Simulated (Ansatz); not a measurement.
Stepwise reaction of `[OH][Al]([Cl])[SiH2]Cl` with hydrogen, as a gas-phase model of exchange steps in deposition or etching. ΔE in kJ/mol.

Computed with Ansatz on PBE0-D4/def2-TZVP structures; ΔE is electronic, products minus reactants. CCSD(T)/CBS adds triple-zeta CCSD(T) − MP2 to the extrapolated MP2 energy (def2 sets, frozen cores). This one scheme is used for every species. DFT in def2-TZVPP. B3LYP here is the variant with VWN-RPA as its local correlation; programs differ in this. Each species was taken in one conformer, which may not be the lowest.

```json
{"step": "1", "reaction": "`[OH][Al]([Cl])[SiH2]Cl` + H₂ → `[OH][Al]([SiH3])[Cl]` + HCl", "PBE-D4": "66.0", "B3LYP-D4": "66.8", "ωB97M-V": "66.8", "CCSD(T)/CBS": "66.8"}
{"step": "2", "reaction": "`[OH][Al]([SiH3])[Cl]` + H₂ → `[OH][AlH][SiH3]` + HCl", "PBE-D4": "152.7", "B3LYP-D4": "155.3", "ωB97M-V": "155.5", "CCSD(T)/CBS": "156.9"}
```

**Question.** By hand: ΔE of the 2 steps together at CCSD(T)/CBS.

**Answer.** (66.8) + (156.9) = 223.7 kJ/mol, or 111.8 kJ/mol a step.

In ΔE each step is higher than the one before. All are uphill at CCSD(T)/CBS. PBE-D4 differs from CCSD(T)/CBS by -4.2 to -0.8 kJ/mol a step. Isolated molecules leave out the surface, adducts and barriers. Largest T1 diagnostic: 0.014.
